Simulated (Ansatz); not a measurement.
Reaction (SMILES): C1C[Se]C[Se]C1 [1,3-diselenane] + 6 [H][H] (H2) -> 4 C (CH4) + 2 [SeH2] (H2Se)
Geometries: B3LYP-D3(BJ)/def2-TZVP minima from Ansatz (a first-principles code), one conformer each, not searched for the lowest.

Wanted: energy of full hydrogenation (electronic energy difference), in kcal/mol. Correlated levels leave the core frozen unless marked. Spin-orbit coupling is left out. The frozen core is the preceding noble-gas configuration, with the filled d and f shells of earlier blocks. No relativistic terms. CBS(X,Y): correlation extrapolated as X^-3; Hartree-Fock from the larger set.

| level | program | energy of full hydrogenation (kcal/mol) |
|---|---|---|
| PBE0/def2-QZVPP | Ansatz | -106.5 |
| r2SCANh/def2-TZVPD | Ansatz | -101.3 |
| SCS-MP2/aug-cc-pVDZ | Ansatz | -97.9 |
| CCSD/aug-cc-pVDZ | Ansatz | … |
| CCSD/cc-pVTZ | Ansatz | -106.5 |
| CCSD(T)/CBS(cc-pVTZ,cc-pVQZ) | Ansatz | … |

### Question
Some entries are withheld; supply them.

### Answer

- CCSD/aug-cc-pVDZ, energy of full hydrogenation (kcal/mol): -106.1
- CCSD(T)/CBS(cc-pVTZ,cc-pVQZ), energy of full hydrogenation (kcal/mol): -97.1
